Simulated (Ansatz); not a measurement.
(Li2S)n: PBE0-D4/def2-TZVPD single points in Ansatz on relaxed structures, gas phase. Each cluster is the lowest isomer that a short search found in that spin, judged at the geometry's level, and lower ones may exist. Binding counts from free atoms in the multiplicity of their measured ground term, without zero-point energy. Singlets are spin-restricted. The structures are stationary points that may keep the symmetry of their start. Remarks come from the PBE and PBE0 runs and from stability tests at other levels; not every state was tested. A HOMO above zero means that the electron is unbound at that level and held by the basis, or that self-interaction error raises the level; the energy of removing that electron tells which. HOMO above LUMO (over both spins in singlets and doublets, within one spin in higher multiplets; at PBE or PBE0), or a gap under 0.15 eV within one spin, warns that the state may not be the lowest or that an electron is smeared out.

| species | atoms | state | geometry | HOMO (eV) | LUMO (eV) | gap (eV) | vertical EA (eV) | binding per atom (eV) | point group (within 0.1 Å) | remarks |
| --- | --- | --- | --- | --- | --- | --- | --- | --- | --- | --- |
| Li4S2 | 6 | singlet | PBE0-D4/def2-TZVP | -4.65 | -1.54 | 3.12 | 0.80 | 2.53 | – | HOMO above zero (-1 doublet) |
| Li8S4 | 12 | singlet | PBE0-D4/def2-SVP | -5.69 | -1.01 | 4.68 | 0.27 | 2.91 | C3v | HOMO above zero (-1 doublet) |

(1) Estimate the rows for Li2S (singlet, PBE0-D4/def2-TZVP geometry).

(1) 
| species | atoms | state | geometry | HOMO (eV) | LUMO (eV) | gap (eV) | vertical EA (eV) | binding per atom (eV) | point group (within 0.1 Å) | remarks |
| --- | --- | --- | --- | --- | --- | --- | --- | --- | --- | --- |
| Li2S | 3 | singlet | PBE0-D4/def2-TZVP | -4.52 | -0.90 | 3.62 | 0.28 | 2.06 | C2v | HOMO above zero (-1 doublet), gap within one spin near zero at PBE or PBE0 (-1 doublet) |

The gap (eV) runs from 3.12 (Li4S2) to 4.68 (Li8S4). The vertical EA (eV) runs from 0.27 (Li8S4) to 0.80 (Li4S2). The binding per atom (eV) runs from 2.06 (Li2S) to 2.91 (Li8S4).
